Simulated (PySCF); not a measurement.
**How methods differ on the ionisation energy of Cu**

Cu [Ar] 3d10 4s1 (2S) → Cu⁺ [Ar] 3d10 (1S), as a difference of total energies. Computed with PySCF 2.14 in pcseg-2, with the non-relativistic Hamiltonian (point nucleus). Correlated levels: valence: [Ar] frozen. The calculations carry no spin-orbit coupling.

```
           method  ionisation energy (eV)  difference from reference (eV)
              UHF                   6.410                          -1.316
              LDA                   8.330                          +0.604
              PBE                   8.087                          +0.361
    MP2 (valence)                   7.303                          -0.423
SCS-MP2 (valence)                   7.159                          -0.567
```

Reference: 7.726 eV (measured; NIST Atomic Spectra Database, ionization energies).

These non-relativistic numbers lack the scalar-relativistic shift.

Errors of the correlated levels include the incompleteness of this basis and the frozen core.
